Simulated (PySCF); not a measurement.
## Fractional electron number in Kr⁺ (krypton, charge +1)

The 4p beta orbital of [Ar] 3d10 4s2 4p5 is emptied in steps (occupation f), with all orbitals relaxed, ending at [Ar] 3d10 4s2 4p4. All numbers are calculated (PySCF 2.14, no relativity, point nucleus, in def2-SVP (5s4p3d, 32 functions)). The exact energy is a straight line in f; departures are measured from the line between the end points of the same method.

```csv
f,UHF (eV),LDA (eV),PBE (eV),PBE0 (eV),r2SCAN (eV),LC-wPBE (eV),BHandHLYP (eV),wB97X (eV),r2SCAN0 (eV),M06-2X (eV)
1,0.000,0.000,0.000,0.000,0.000,0.000,0.000,0.000,0.000,0.000
0.75,0.159,-1.032,-0.998,-0.710,-0.928,-0.167,-0.448,-0.245,-0.663,-0.419
0.5,0.208,-1.377,-1.326,-0.942,-1.217,-0.218,-0.599,-0.333,-0.868,-0.524
0.25,0.154,-1.032,-0.990,-0.701,-0.892,-0.158,-0.452,-0.258,-0.634,-0.361
0,0.000,0.000,0.000,0.000,0.000,0.000,0.000,0.000,0.000,0.000
```

| method | E(f=0) − E(f=1) (eV) | −ε at f=1 (eV) | −ε at f=0.5 (eV) |
| --- | --- | --- | --- |
| UHF | 23.396 | 24.261 | 23.381 |
| LDA | 24.741 | 19.239 | 24.742 |
| PBE | 24.427 | 19.095 | 24.448 |
| PBE0 | 24.477 | 20.675 | 24.501 |
| r2SCAN | 24.583 | 19.576 | 24.680 |
| LC-wPBE | 24.565 | 23.655 | 24.588 |
| BHandHLYP | 24.452 | 22.067 | 24.442 |
| wB97X | 24.513 | 23.215 | 24.482 |
| r2SCAN0 | 24.574 | 20.986 | 24.653 |
| M06-2X | 24.366 | 22.075 | 24.552 |

Orbital energy along the path (eV):

| f | UHF | LDA | PBE | PBE0 | r2SCAN | LC-wPBE | BHandHLYP | wB97X | r2SCAN0 | M06-2X |
| --- | --- | --- | --- | --- | --- | --- | --- | --- | --- | --- |
| 1 | -24.261 | -19.239 | -19.095 | -20.675 | -19.576 | -23.655 | -22.067 | -23.215 | -20.986 | -22.075 |
| 0.75 | -23.809 | -21.986 | -21.776 | -22.597 | -22.159 | -24.133 | -23.253 | -23.847 | -22.848 | -23.316 |
| 0.5 | -23.381 | -24.742 | -24.448 | -24.501 | -24.680 | -24.588 | -24.442 | -24.482 | -24.653 | -24.552 |
| 0.25 | -22.976 | -27.498 | -27.089 | -26.370 | -27.054 | -25.009 | -25.644 | -25.158 | -26.337 | -25.385 |
| 0 | -22.592 | -30.233 | -29.669 | -28.183 | -29.218 | -25.372 | -26.884 | -25.949 | -27.861 | -26.458 |

Reference removal energy between the ground levels: 24.360 eV (measured; NIST Atomic Spectra Database, ionization energies). The calculation has no spin-orbit coupling. UHF lacks correlation.
